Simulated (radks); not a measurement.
Coulomb parameter of the 5d shell of the tantalum ion Ta2+ in the model configuration [Xe] 4f14 5d1 6p2, as a second difference U = [E(n + 0.5) + E(n - 0.5) - 2 E(n)] / (0.5)^2 with all orbitals relaxed. "Bare": the charge of the atom changes with n. "Screened": the 6p shell takes up the change at fixed total charge, which measures U(5d,5d) + U(6p,6p) - 2 U(5d,6p). Calculated with a radial shooting solver on a logarithmic mesh with Libxc functionals: Dirac Kohn-Sham, PBE, spin-unpolarised, spherical densities, finite nucleus; open shells are shared between the two j in proportion to 2j + 1; Fermi nuclear charge, rms radius 5.3507 fm.

| case | configuration | E - E(n) (eV) |
|---|---|---|
| start | [Xe] 4f14 5d1 6p2 | 0.000 |
| bare +0.5 | [Xe] 4f14 5d1.5 6p2 | -10.939 |
| bare -0.5 | [Xe] 4f14 5d0.5 6p2 | 13.631 |
| screened +0.5 | [Xe] 4f14 5d1.5 6p1.5 | -4.220 |
| screened -0.5 | [Xe] 4f14 5d0.5 6p2.5 | 4.645 |

U(bare) = 10.768 eV, U(screened by 6p) = 1.699 eV.
